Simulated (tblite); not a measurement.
Record of a relaxation.

Species: Br₂FHSi.
Numbering: `[F:1][SiH:2]([Br:3])[Br:4]` (hydrogens: H5 on Si2)

Computed with GFN2-xTB (tblite), gas phase: L-BFGS steps from a force-field or distance-geometry start until the largest atomic force falls under 0.01 eV/Å.

Step 0: E = -415.9319 eV, largest atomic force 1.145 eV/Å
```
atom  x, y, z in Å  |  force x, y, z in eV/Å
F1     -0.025    1.301   -1.060   -0.005  -0.132   0.041
Si2    -0.014    0.152    0.041    0.189  -0.097   1.125
Br3     1.867   -1.024   -0.152   -0.463   0.329  -0.052
Br4    -1.746   -1.181   -0.257    0.243   0.233  -0.063
H5     -0.073    0.755    1.411    0.037  -0.332  -1.051
```

Step 1: E = -415.9656 eV, largest atomic force 0.661 eV/Å
```
atom  x, y, z in Å  |  force x, y, z in eV/Å
F1     -0.025    1.299   -1.059    0.001  -0.323   0.253
Si2    -0.011    0.151    0.057    0.115   0.015   0.486
Br3     1.860   -1.019   -0.152   -0.355   0.260  -0.047
Br4    -1.742   -1.178   -0.258    0.217   0.208  -0.050
H5     -0.073    0.751    1.396    0.022  -0.160  -0.641
```

Step 2: E = -415.9872 eV, largest atomic force 0.426 eV/Å
```
atom  x, y, z in Å  |  force x, y, z in eV/Å
F1     -0.025    1.287   -1.051    0.008  -0.281   0.251
Si2    -0.006    0.151    0.078   -0.014  -0.184  -0.384
Br3     1.846   -1.009   -0.154   -0.116   0.110  -0.050
Br4    -1.734   -1.170   -0.260    0.137   0.140  -0.037
H5     -0.072    0.744    1.370   -0.015   0.216   0.220
```

Step 3: E = -415.9914 eV, largest atomic force 0.226 eV/Å
```
atom  x, y, z in Å  |  force x, y, z in eV/Å
F1     -0.025    1.284   -1.048    0.006  -0.177   0.140
Si2    -0.006    0.148    0.075   -0.018  -0.140  -0.114
Br3     1.844   -1.008   -0.155   -0.065   0.075  -0.058
Br4    -1.732   -1.168   -0.261    0.085   0.097  -0.049
H5     -0.072    0.746    1.371   -0.008   0.145   0.081
```

Step 4: E = -415.9944 eV, largest atomic force 0.144 eV/Å
```
atom  x, y, z in Å  |  force x, y, z in eV/Å
F1     -0.025    1.276   -1.042    0.003  -0.027  -0.013
Si2    -0.006    0.142    0.074   -0.028  -0.060   0.128
Br3     1.840   -1.003   -0.157    0.060  -0.010  -0.067
Br4    -1.728   -1.163   -0.263   -0.031   0.001  -0.066
H5     -0.072    0.750    1.371   -0.004   0.097   0.018
```

Step 5: E = -415.9951 eV, largest atomic force 0.137 eV/Å
```
atom  x, y, z in Å  |  force x, y, z in eV/Å
F1     -0.025    1.274   -1.041    0.003  -0.026  -0.013
Si2    -0.006    0.141    0.075   -0.015  -0.018   0.135
Br3     1.839   -1.002   -0.159    0.070  -0.020  -0.064
Br4    -1.727   -1.162   -0.264   -0.054  -0.020  -0.066
H5     -0.072    0.753    1.371   -0.003   0.084   0.007
```

Step 6: E = -415.9979 eV, largest atomic force 0.160 eV/Å
```
atom  x, y, z in Å  |  force x, y, z in eV/Å
F1     -0.024    1.263   -1.035   -0.001  -0.035   0.011
Si2    -0.008    0.132    0.086    0.051   0.121   0.091
Br3     1.842   -1.000   -0.168    0.062  -0.033  -0.036
Br4    -1.728   -1.159   -0.273   -0.111  -0.078  -0.051
H5     -0.073    0.767    1.373   -0.001   0.026  -0.016
```

Step 7: E = -415.9990 eV, largest atomic force 0.127 eV/Å
```
atom  x, y, z in Å  |  force x, y, z in eV/Å
F1     -0.024    1.257   -1.032   -0.001  -0.028   0.016
Si2    -0.009    0.129    0.093    0.059   0.107   0.035
Br3     1.845   -1.000   -0.173    0.026  -0.019  -0.014
Br4    -1.730   -1.158   -0.279   -0.083  -0.064  -0.029
H5     -0.073    0.775    1.374   -0.001   0.004  -0.008
```

Step 8: E = -415.9994 eV, largest atomic force 0.047 eV/Å
```
atom  x, y, z in Å  |  force x, y, z in eV/Å
F1     -0.024    1.253   -1.031   -0.001  -0.009   0.005
Si2    -0.008    0.129    0.097    0.032   0.034  -0.005
Br3     1.847   -1.000   -0.176   -0.007  -0.002   0.000
Br4    -1.733   -1.159   -0.282   -0.023  -0.022  -0.007
H5     -0.074    0.780    1.375   -0.001  -0.001   0.006
```

Step 9: E = -415.9995 eV, largest atomic force 0.012 eV/Å
```
atom  x, y, z in Å  |  force x, y, z in eV/Å
F1     -0.024    1.253   -1.031    0.000  -0.002  -0.002
Si2    -0.007    0.130    0.097    0.011   0.005  -0.003
Br3     1.847   -1.000   -0.176   -0.009   0.001   0.000
Br4    -1.733   -1.160   -0.282   -0.001  -0.005  -0.002
H5     -0.074    0.779    1.375   -0.001   0.001   0.007
```

Step 10: E = -415.9995 eV, largest atomic force 0.006 eV/Å
```
atom  x, y, z in Å  |  force x, y, z in eV/Å
F1     -0.024    1.254   -1.031    0.000   0.000  -0.003
Si2    -0.007    0.130    0.097    0.002   0.000   0.001
Br3     1.847   -1.000   -0.176   -0.006   0.000  -0.001
Br4    -1.733   -1.160   -0.282    0.004  -0.001  -0.001
H5     -0.074    0.779    1.375    0.000   0.001   0.004
```

Question: Summarise the path.

Answer: The energy falls by 0.0676 eV from step 0 to step 10; nine tenths of that is first reached at step 4. It never rises by more than 0.2 meV. The largest force goes from 1.145 to 0.006 eV/Å. Among the bonds Si2–H5 changes most, from 1.498 to 1.435 Å; the atoms move by 0.047 Å rms after alignment.

The cost below is that of the whole relaxation. Time: under 0.1 s wall. Hardware: an Arm Neoverse V1 with one thread, no GPU, shared host.
